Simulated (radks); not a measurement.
Values are calculated unless marked as measured or tabulated.
Task: Ta XXXV, configuration [Kr] 4d3. Level of theory: Dirac Kohn-Sham, BLYP, spin-unpolarised, spherical densities, point nucleus; open shells are shared between the two j in proportion to 2j + 1; speed of light set to 1370.36 atomic units (10 times the physical value, a model run) (a radial shooting solver on a logarithmic mesh with Libxc functionals). Some entries of the table are withheld. Estimate them.

orbital,occ.,eigenvalue (hartree),r(max) (bohr)
1s1/2,2,(1),0.01375
2s1/2,2,-424.4617,0.07497
2p1/2,2,(2),0.05820
2p3/2,4,(3),0.05826
3s1/2,2,(4),0.2053
3p1/2,2,-127.2156,0.1934
3p3/2,4,-127.1314,0.1935
3d3/2,4,(5),0.1526
3d5/2,6,(6),0.1527
4s1/2,2,(7),0.4370
4p1/2,2,-56.97747,0.4335
4p3/2,4,-56.95192,0.4337
4d3/2,1.2,-51.47523,0.4184
4d5/2,1.8,-51.46881,0.4184

Result: 
(1) 1s1/2 eigenvalue (hartree): -2329.764
(2) 2p1/2 eigenvalue (hartree): -408.7684
(3) 2p3/2 eigenvalue (hartree): -408.3815
(4) 3s1/2 eigenvalue (hartree): -134.3387
(5) 3d3/2 eigenvalue (hartree): -113.9993
(6) 3d5/2 eigenvalue (hartree): -113.9772
(7) 4s1/2 eigenvalue (hartree): -60.05757
